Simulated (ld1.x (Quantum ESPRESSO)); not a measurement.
# What the settings do to the TM potential of Si

Base potential:

* Element: silicon
* Generator: ld1.x (Quantum ESPRESSO) 7.5
* Type: norm-conserving Troullier–Martins (Kleinman–Bylander form)
* Functional: PBE
* Relativity: non-relativistic
* Frozen core: [Ne]
* Valence charge: 4
* Reference configuration: 3s2 3p1.5 (charge +0.5)
* Partial waves: 3s (bound): rc 1.75 bohr; 3p (bound): rc 1.55 bohr
* Local potential: all-electron potential smoothed inside 1.50 bohr (lloc = -1)
* Core correction: a·sin(br)/r model core, default radius (core density twice the valence density)

Cutoffs, loose and tight: the cutoffs (Ry, on a coarse ladder) from which the occupation-weighted sum of valence levels, in a spherical-Bessel basis at the reference potential, stays within 10 and 1 mRy of its value at 400 Ry. They do not see the model core or the augmentation charge, which bear on the density cutoff. Test errors are all-electron minus pseudo excitation energies from the reference, over the configurations 3s2 3p2; 3s2 3p1; 3s2 3p0; 3s1 3p3; 3s0 3p4; 3s1 3p2; 3s1 3p0. A dash means not determined; rows that change the core or the reference have their own tests.

The default core radius of the base comes out at 1.13 bohr.

| change | outcome | cutoff, loose | cutoff, tight | bound ghosts | largest test error (meV) |
| --- | --- | --- | --- | --- | --- |
| base | generated | 30 Ry | 45 Ry | none | +71 |
| core correction none | generated | 30 Ry | 45 Ry | none | +80 |
| core correction a·sin(br)/r model core inside 0.70 bohr | generated | 30 Ry | 45 Ry | none | +49 |
| core correction a·sin(br)/r model core inside 0.82 bohr | generated | 30 Ry | 45 Ry | none | +50 |
| core correction a·sin(br)/r model core inside 0.96 bohr | generated | 30 Ry | 45 Ry | none | +53 |
| core correction a·sin(br)/r model core inside 1.20 bohr | generated | 30 Ry | 45 Ry | none | +86 |
| core correction a·sin(br)/r model core inside 1.32 bohr | generated | 30 Ry | 45 Ry | none | +89 |
| core correction a·sin(br)/r model core inside 1.52 bohr | generated | 30 Ry | 45 Ry | none | +38 |
| core correction a·sin(br)/r model core inside 1.66 bohr | generated | 30 Ry | 45 Ry | none | +35 |
| core correction a·sin(br)/r model core inside 1.84 bohr | generated | 30 Ry | 45 Ry | none | +49 |
